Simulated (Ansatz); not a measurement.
A series at B: from `NB(N)N`, ligands are replaced one by one, each step taking up H₂S and setting free NH₃; n counts the steps. Ansatz, PBE0-D4/def2-TZVP geometries. Each molecule was computed in one conformer, which needn't be the lowest.

CBS adds triple-zeta CCSD(T) − MP2 to the MP2 limit, frozen cores; atoms without spin–orbit coupling. 

| n | molecule | atomization energy, CCSD(T)/CBS (kJ/mol) |
| --- | --- | --- |
| 0 | `NB(N)N` | ? |
| 1 | `NB(N)S` | 3291.6 |
| 2 | `NB(S)S` | 2790.5 |
| 3 | `SB(S)S` | 2276.6 |

By hand: fit a straight line y = ȳ + b (n − n̄) to the 3 given rows and predict n = 0.

n̄ = 2.000, ȳ = 2786.23; Σ(n − n̄)(y − ȳ) = -1015.00, Σ(n − n̄)² = 2.000, so b = -507.50 kJ/mol a step. Prediction: 2786.23 + (-507.50) × (-2.000) = 3801.2 kJ/mol.

By hand: compare with the computed value, 3784.6 kJ/mol, and give the steps along the whole series.

The line misses by -16.6 kJ/mol (computed minus predicted). Steps: -493.0, -501.1, -513.9 kJ/mol.

The steps differ by up to 20.9 kJ/mol, small against a whole step but well beyond the method's doubt, so the ligands' effects don't simply add. The miss is 1.1 % of the series' range. The energies themselves are unsure by some kJ/mol a bond, though much of that is common to the series.
